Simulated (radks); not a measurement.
Species: the niobium ion Nb4+. Configuration: [Kr] 4d1 (the NIST ground configuration). All-electron calculation, scalar-relativistic Kohn-Sham, LDA (Slater exchange, Perdew-Wang correlation), spin-polarised, spherical densities, point nucleus; open shells are filled with parallel spins first (spin-orbit coupling, left out, can overturn this in heavy ions). Program: a radial shooting solver on a logarithmic mesh with Libxc functionals.

Radial electron density D(r) = 4 pi r^2 rho(r):

```
   r/bohr * D(r) (the largest magnitude, 63.6, reaches the edge; | marks zero)
 0.002731 |   *
 0.003104 |    *
 0.003556 |     *
 0.004074 |      *
  0.00463 |        *
 0.005305 |          *
 0.006078 |             *
 0.006908 |               *
 0.007914 |                  *
 0.009067 |                      *
  0.01031 |                         *
  0.01181 |                             *
  0.01342 |                                 *
  0.01537 |                                     *
  0.01761 |                                        *
  0.02002 |                                          *
  0.02293 |                                           *
  0.02628 |                                            *
  0.02986 |                                           *
  0.03421 |                                         *
   0.0392 |                                       *
  0.04455 |                                      *
  0.05104 |                                     *
  0.05801 |                                      *
  0.06646 |                                        *
  0.07614 |                                            *
  0.08654 |                                                 *
  0.09915 |                                                     *
   0.1136 |                                                      *
   0.1291 |                                                    *
   0.1479 |                                               *
   0.1681 |                                         *
   0.1926 |                                   *
   0.2207 |                                 *
   0.2508 |                                  *
   0.2873 |                                     *
   0.3292 |                                        *
   0.3741 |                                        *
   0.4286 |                                    *
   0.4911 |                             *
   0.5582 |                     *
   0.6395 |              *
   0.7268 |          *
   0.8327 |        *
    0.954 |        *
    1.084 |        *
    1.242 |       *
    1.423 |     *
    1.617 |   *
    1.853 | *
    2.123 |*
    2.413 |*
    2.765 *
    3.142 *
      3.6 *
    4.124 *
    4.687 *
     5.37 *
```

D(r) has 3 maxima, at r = 0.0254, 0.112, 0.354 bohr, and minima at 0.0510, 0.228 bohr, inside which lie 2.03, 11.10 electrons.
